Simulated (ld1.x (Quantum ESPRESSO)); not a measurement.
## PBE PAW dataset for Tl (Z = 81), scalar-relativistic all-electron reference.

```json
{
  "Element": "thallium",
  "Generator": "ld1.x (Quantum ESPRESSO) 7.5",
  "Type": "PAW",
  "Functional": "PBE",
  "Relativity": "scalar-relativistic",
  "Frozen core": "[Xe] 4f14",
  "Valence charge": "13",
  "Reference configuration": "5d10 6s1.75 6p1.25",
  "Partial waves": "6s (bound): rcut 1.75, rcutus 2.20 bohr; 6s channel at 1.6 Ry: rcut 1.75, rcutus 2.20 bohr; 6p (bound): rcut 2.25, rcutus 2.55 bohr; 6p channel at 0.25 Ry: rcut 2.25, rcutus 2.55 bohr; 5d (bound): rcut 1.80, rcutus 2.25 bohr; 5d channel at -0.8 Ry: rcut 1.80, rcutus 2.25 bohr",
  "Local potential": "all-electron potential smoothed inside 1.70 bohr (lloc = -2)",
  "Core correction": "Bessel-smoothed model core inside 1.80 bohr",
  "Augmentation charge": "PSQ, inside the norm-conserving radii"
}
```

All-electron outer shells of the reference configuration (PBE, scalar-relativistic, ld1.x):

```json
{"shell": "4f", "level (eV)": "-114.53", "outermost node (bohr)": "–", "outermost maximum (bohr)": "0.36"}
{"shell": "5p", "level (eV)": "-76.61", "outermost node (bohr)": "0.50", "outermost maximum (bohr)": "0.91"}
{"shell": "5d", "level (eV)": "-15.97", "outermost node (bohr)": "0.53", "outermost maximum (bohr)": "1.11"}
{"shell": "6s", "level (eV)": "-9.88", "outermost node (bohr)": "1.04", "outermost maximum (bohr)": "2.08"}
{"shell": "6p", "level (eV)": "-2.58", "outermost node (bohr)": "1.23", "outermost maximum (bohr)": "2.87"}
```

Question: Estimate the cutoffs (Ry, on a coarse ladder) from which the occupation-weighted sum of valence levels, in a spherical-Bessel basis at the reference potential, stays within 10 and 1 mRy of its value at 400 Ry.

Answer: 21 Ry and 40 Ry.

Question: What does a ghost test show?

Answer: No extra level below or beside the all-electron valence levels (s, p, d, f tested).

Question: Is the overlap operator S = 1 + Σ q|β⟩⟨β| positive definite (Bessel basis up to 400 Ry)?

Answer: Yes: its lowest eigenvalue is 0.44 (s channel).

Question: Which valence shell sets the plane-wave cutoff?

Answer: 5d: its level needs 21 Ry to come within 1 mRy, against 8 Ry for 6s.

Question: Tests: 5d10 6s2 6p1; 5d10 6s2 6p0; 5d10 6s1 6p0; 5d9 6s0 6p0; 5d10 6s2 6p0.5; 5d10 6s0 6p3; 5d9 6s2 6p1. Which has the largest error in its energy relative to the reference configuration, and how large is it?

Answer: 5d9 6s0 6p0, with -193 meV (all-electron minus pseudo) on +106.07 eV.
